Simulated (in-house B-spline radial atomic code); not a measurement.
**Ionising the boron ion B²⁺ with different functionals**

Computed with a B-spline radial code for spherical atoms: non-relativistic Hamiltonian, point nucleus, spin-polarised at highest spin, spherical fractional occupations for the functionals, the average over the highest-spin determinants for Hartree-Fock. The ionisation energy is the difference of two self-consistent energies, [He] 2s1 → 1s2, without Breit or QED terms; ε is the level of the shell that loses the electron (its least bound occupied spin orbital).

```
           method                    rung  ΔSCF (eV)  -ε(2s) (eV)
     Hartree-Fock            Hartree-Fock      37.82        37.82
    HF fractional            Hartree-Fock      37.82        37.82
         LDA VWN5                     LDA      37.90        32.36
         LDA PW92                     LDA          ?            ?
LDA exchange-only                     LDA      37.17        31.61
              PBE                     GGA      38.29        32.66
           PBEsol                     GGA      37.98        32.46
             BLYP                     GGA      38.44        32.51
             RPBE                     GGA      38.38        32.70
             PW91                     GGA          ?            ?
             BP86                     GGA      38.10        32.66
             AM05                     GGA      37.87        32.38
             OLYP                     GGA      38.45        32.58
             TPSS                meta-GGA      38.17        32.78
           r2SCAN                meta-GGA      37.86        32.91
            M06-L                meta-GGA      37.25        32.78
          revTPSS                meta-GGA      38.09        32.81
             PBE0           global hybrid      38.23        34.05
            B3LYP           global hybrid      38.48        33.77
            TPSSh           global hybrid      38.15        33.31
           M06-2X           global hybrid      38.21        35.37
        BHandHLYP           global hybrid      38.36        35.30
          r2SCAN0           global hybrid      37.92        34.19
            B97-1           global hybrid      38.08        33.70
            HSE06  range-separated hybrid      38.23        33.63
            wB97X  range-separated hybrid      37.42        36.44
        CAM-B3LYP  range-separated hybrid      38.46        35.49
          LC-wPBE  range-separated hybrid      38.37        37.19
```

(1) What does PW91 give?

(2) What does LDA PW92 give?

(3) Among the functionals, which spreads more, the ΔSCF values or the orbital energies?

(4) How do they compare with the NIST value?

Answers

(1) ΔSCF 38.36 eV, and -ε(2s) = 32.71 eV.

(2) ΔSCF 37.90 eV, and -ε(2s) = 32.36 eV.

(3) The orbital energies: ΔSCF values span about 1.31 eV and the orbital energies 5.58 eV; here energy differences depend much less on the functional than eigenvalues do.

(4) NIST lists 37.931 eV (measured, ground level to ground level). Errors run from -0.76 to +0.55 eV; r2SCAN0 is closest (-0.01 eV), but part of that can be cancellation, since the calculations leave out relativity, Breit-QED terms. Hartree-Fock also lacks correlation.
